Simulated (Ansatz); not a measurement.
`[NH2][GaH][NH2]` at its PBE0-D4/def2-TZVP geometry, where that method's forces vanish. Charge 0, multiplicity 1.

| atom | x (Å) | y (Å) | z (Å) |
| --- | --- | --- | --- |
| N1 | -1.1701 | 0.8041 | -0.6840 |
| Ga2 | 0.1323 | -0.4431 | -0.4700 |
| N3 | 1.0511 | -0.4205 | 1.0960 |
| H4 | -1.3869 | 1.5243 | -0.0175 |
| H5 | -1.7032 | 0.9024 | -1.5297 |
| H6 | 0.4449 | -1.4864 | -1.5777 |
| H7 | 1.7623 | -1.0915 | 1.3262 |
| H8 | 0.8696 | 0.2107 | 1.8566 |

Question: For each bond, give half the difference of the two atoms' forces along it (eV/Å; positive pushes the atoms apart) under PBE-D4, r2SCAN-D4, B3LYP-D4, ωB97M-V in def2-TZVPP. (Estimate.)

Answer: Ansatz gave: 
```json
{"bond": "N1–Ga2", "length (Å)": "1.816", "PBE-D4": "0.03", "r2SCAN-D4": "-0.01", "B3LYP-D4": "0.15", "ωB97M-V": "0.07"}
{"bond": "N1–H4", "length (Å)": "1.005", "PBE-D4": "0.20", "r2SCAN-D4": "0.04", "B3LYP-D4": "-0.04", "ωB97M-V": "-0.03"}
{"bond": "N1–H5", "length (Å)": "1.005", "PBE-D4": "0.20", "r2SCAN-D4": "0.04", "B3LYP-D4": "-0.04", "ωB97M-V": "-0.03"}
{"bond": "Ga2–N3", "length (Å)": "1.816", "PBE-D4": "0.03", "r2SCAN-D4": "-0.01", "B3LYP-D4": "0.16", "ωB97M-V": "0.07"}
{"bond": "Ga2–H6", "length (Å)": "1.553", "PBE-D4": "-0.12", "r2SCAN-D4": "-0.15", "B3LYP-D4": "-0.16", "ωB97M-V": "-0.15"}
{"bond": "N3–H7", "length (Å)": "1.004", "PBE-D4": "0.20", "r2SCAN-D4": "0.05", "B3LYP-D4": "-0.04", "ωB97M-V": "-0.03"}
{"bond": "N3–H8", "length (Å)": "1.005", "PBE-D4": "0.20", "r2SCAN-D4": "0.04", "B3LYP-D4": "-0.04", "ωB97M-V": "-0.03"}
```

B3LYP here is the variant with VWN-RPA as its local correlation; programs differ in this.
